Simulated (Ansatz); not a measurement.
Total energies of Ga12As12H32, a nanocrystal cut from zinc blende GaAs (hydrogen-capped) from Ansatz at PBE-D4/def2-SVP, gas phase (1 Eh = 27.2114 eV = 2625.5 kJ/mol). The reference geometry is relaxed at PBE-D4/def2-SVP.

Cartesian coordinates in Å:
```
Ga -0.979 -3.496 3.260
Ga 4.330 -2.917 -0.699
Ga 1.512 -0.965 -4.145
Ga -3.939 -1.750 0.777
Ga -2.554 -0.279 -3.210
Ga -0.127 -2.072 -0.513
Ga 1.405 -0.092 2.820
Ga 2.193 1.079 -0.884
Ga -1.536 1.459 0.300
Ga -2.527 0.387 4.156
Ga -0.149 3.197 -3.188
Ga 1.164 5.014 1.123
As 1.915 -3.474 -0.221
As -1.858 -3.064 0.910
As -0.559 -1.127 3.916
As -0.554 -1.698 -2.899
As 4.188 -0.390 -0.572
As 1.583 1.372 -3.215
As -4.252 -1.308 -1.682
As -3.249 0.422 1.714
As -1.966 1.841 -2.084
As 0.460 0.071 0.492
As 2.743 3.229 0.261
As -0.908 3.603 1.410
H -2.189 -4.119 4.063
H 0.402 -4.246 3.036
H 5.177 -3.376 0.545
H 4.584 -3.260 -2.211
H 1.198 -0.944 -5.687
H 2.724 -1.731 -3.475
H -5.242 -2.406 1.370
H -3.091 -0.153 -4.686
H 2.629 -1.095 2.666
H 1.628 1.423 3.250
H -3.707 -0.308 4.942
H -2.033 1.868 4.445
H -0.600 3.561 -4.650
H 0.343 4.239 -2.102
H 0.894 5.976 -0.089
H 1.676 5.400 2.561
H 1.619 -4.816 -0.885
H 1.787 -3.936 1.226
H -2.198 -4.390 0.227
H -0.125 -1.290 5.374
H -0.977 -3.058 -3.455
H 5.293 0.191 -1.452
H 4.767 0.041 0.772
H 2.850 2.009 -3.788
H -4.726 -2.601 -2.342
H -5.553 -0.528 -1.865
H -4.476 1.320 1.545
H -3.257 2.658 -2.139
H 3.656 2.820 1.412
H 3.808 3.913 -0.595
H -1.084 3.266 2.887
H -2.112 4.531 1.273
```

```json
{"state": "charge 0 singlet", "geometry": "reference", "energy (Eh)": "-49934.91414"}
{"state": "charge 1 doublet", "geometry": "reference", "energy (Eh)": "-49934.64484"}
{"state": "charge -1 doublet", "geometry": "reference", "energy (Eh)": "-49934.95475"}
{"state": "free Ga atom (doublet)", "geometry": "–", "energy (Eh)": "-1924.26790"}
{"state": "free As atom (quartet)", "geometry": "–", "energy (Eh)": "-2235.19489"}
{"state": "free H atom (doublet)", "geometry": "–", "energy (Eh)": "-0.49863"}
```

Single mean-field runs in def2-SVP are fitted with def2-universal-jkfit.

(1) Work out the vertical ionisation energy to the doublet.

(2) Work out the vertical electron affinity, to the doublet.

(3) Give the fundamental gap IE − EA, the Mulliken electronegativity (IE + EA)/2 and the hardness (IE − EA)/2.

(4) What is the binding energy per atom against free atoms?

(1) E(charge 1 doublet) − E(charge 0 singlet) = -49934.64484 − (-49934.91414) = 0.26930 Eh = 7.33 eV. For comparison, −ε of the highest occupied level is 5.85 eV at this level, 1.48 eV less.

(2) E(charge 0 singlet) − E(charge -1 doublet) = -49934.91414 − (-49934.95475) = 0.04061 Eh = 1.11 eV. The basis lacks diffuse functions, which makes affinities too small.

(3) From the values in Eh: IE − EA = 0.26930 − 0.04061 = 0.22869 Eh = 6.22 eV; (IE + EA)/2 = 4.22 eV; (IE − EA)/2 = 3.11 eV. The HOMO–LUMO gap of the same run is 3.51 eV, 2.71 eV smaller than the fundamental gap.

(4) Atoms: 12 × (-1924.26790) + 12 × (-2235.19489) + 32 × (-0.49863) = -49929.50964 Eh. Binding: -49929.50964 − (-49934.91414) = 5.40450 Eh = 147.06 eV, or 2.63 eV for each of 56 atoms (no zero-point energy, no counterpoise term).

At PBE-D4/def2-SVP the gap within one spin of the charge 1 doublet nearly closes, so an electron or hole may be smeared out by delocalisation error. At PBE-D4/def2-SVP the gap within one spin of the charge -1 doublet nearly closes, so an electron or hole may be smeared out by delocalisation error. At PBE-D4/def2-SVP the highest occupied level of the charge -1 doublet lies above zero (up to 0.27 eV). By energy differences its removal costs 1.10 eV (vertical, to the charge 0 singlet, at PBE-D4/def2-SVP); self-interaction error and the lack of diffuse functions both raise the level.
